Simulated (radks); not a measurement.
Cs V, configuration [Kr] 4d10 5s2 5p1 4f2 (not the ground configuration). Calculated with a radial shooting solver on a logarithmic mesh with Libxc functionals: scalar-relativistic Kohn-Sham, PBE, spin-polarised, spherical densities, finite nucleus; open shells are filled with parallel spins first (spin-orbit coupling, left out, can overturn this in heavy ions); Fermi nuclear charge, rms radius 4.8041 fm.

Normalised radial functions P(r) = r R(r), r in bohr:

r         4p down  5p down  4f down
0.003205   0.0111   0.0043   0.0000
0.004897   0.0231   0.0090   0.0000
0.007423   0.0469   0.0181   0.0000
0.01125    0.0923   0.0357   0.0000
0.0172     0.1748   0.0676   0.0001
0.02607    0.2998   0.1158   0.0003
0.03951    0.4451   0.1717   0.0011
0.06038    0.5060   0.1942   0.0047
0.09153    0.2846   0.1065   0.0172
0.1399    -0.3028  -0.1219   0.0565
0.212     -0.7581  -0.2875   0.1518
0.3214    -0.2691  -0.0681   0.3295
0.4911     0.9417   0.3825   0.5635
0.7444     1.3095   0.2754   0.7319
1.128      0.6483  -0.4474   0.7467
1.724      0.1181  -0.8510   0.6226
2.614      0.0064  -0.5206   0.3947
3.994      0.0001  -0.1089   0.1437
6.055      0.0000  -0.0057   0.0214

4p down: eigenvalue -197.43 eV, 2 radial nodes at r = 0.115, 0.355 bohr, <r> = 0.741 bohr, 90 % of the charge inside 1.08 bohr. 5p down (empty): eigenvalue -47.811 eV, 3 radial nodes at r = 0.114, 0.342, 0.887 bohr, <r> = 1.90 bohr, 90 % of the charge inside 2.73 bohr. 4f down (empty): eigenvalue -26.348 eV, 0 radial nodes, <r> = 1.54 bohr, 90 % of the charge inside 2.67 bohr.
